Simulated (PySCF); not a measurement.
GaF₂, SMILES [F][Ga][F], multiplicity 2.

Geometry optimised at ωB97X-D3(BJ)/def2-TZVP. The spin state was assumed, not searched. The isomer is the one that the SMILES or the coordinates give; other isomers of the formula were not compared.

Calculation: TDA-B3LYP/def2-SVPD run with PySCF.

Vertical excitations. Gas-phase values at a fixed geometry.

Computed lowest excited states:
```tsv
state	energy (eV)	λ (nm)	f	main pairs
root 1	4.33	286	0.001	β HOMO→LUMO 99 %
root 2	4.45	278	0.000	β HOMO−1→LUMO 99 %
root 3	4.47	277	0.078	α HOMO→LUMO 84 %, β HOMO−3→LUMO 15 %
root 4	4.81	258	0.013	β HOMO−2→LUMO 97 %
root 5	4.95	251	0.052	α HOMO→LUMO 15 %, β HOMO−3→LUMO 84 %
root 6	5.62	221	0.027	β HOMO−4→LUMO 91 %
root 7	6.48	191	0.071	α HOMO→LUMO+1 77 %, β HOMO−5→LUMO 20 %
root 8	6.95	178	0.210	α HOMO→LUMO+2 94 %
root 9	7.14	174	0.161	α HOMO→LUMO+3 14 %, α HOMO−4→LUMO 12 %, α HOMO→LUMO+1 11 %, β HOMO−5→LUMO 59 %
root 10	7.39	168	0.006	α HOMO→LUMO+3 84 %, β HOMO−5→LUMO 6 %
```
Unrestricted roots are not spin-pure.
